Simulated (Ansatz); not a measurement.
`F[SiH2]C1C[SiH2]1` and `C1C[SiH2]1` differ in one atom or group.

Ansatz, PBE0-D4/def2-TZVP geometries, multiplicity 1. Each molecule was computed in one conformer, which needn't be the lowest.

```
                                        property  `F[SiH2]C1C[SiH2]1`
             LUMO energy (B3LYP/def2-TZVPP) / eV                -0.29
size of the dipole moment (B3LYP/def2-TZVPP) / D                 2.02
              LUMO energy (PBE0/def2-TZVPP) / eV                -0.07
         HOMO–LUMO gap (ωB97M-V/def2-TZVPP) / eV                10.93
             HOMO–LUMO gap (PBE/def2-TZVPP) / eV                 5.26
  size of the dipole moment (PBE/def2-TZVPP) / D                 1.95
```

Q: What does the change do to each property? (Estimate.)

A: Computed: 
```json
{"property": "LUMO energy (B3LYP/def2-TZVPP) / eV", "`C1C[SiH2]1`": "0.07", "shift": "0.36"}
{"property": "size of the dipole moment (B3LYP/def2-TZVPP) / D", "`C1C[SiH2]1`": "0.06", "shift": "-1.96"}
{"property": "LUMO energy (PBE0/def2-TZVPP) / eV", "`C1C[SiH2]1`": "0.30", "shift": "0.37"}
{"property": "HOMO–LUMO gap (ωB97M-V/def2-TZVPP) / eV", "`C1C[SiH2]1`": "11.01", "shift": "0.08"}
{"property": "HOMO–LUMO gap (PBE/def2-TZVPP) / eV", "`C1C[SiH2]1`": "5.30", "shift": "0.04"}
{"property": "size of the dipole moment (PBE/def2-TZVPP) / D", "`C1C[SiH2]1`": "0.23", "shift": "-1.72"}
```

With PBE0 the HOMO rises by 0.32 eV and the LUMO rises by 0.37 eV, so the gap widens by about 0.05 eV. PBE moves the HOMO by 0.33 eV and ωB97M-V by 0.28 eV. Dipoles are sizes alone; their direction can turn.

B3LYP here is the variant with VWN-RPA as its local correlation; programs differ in this.
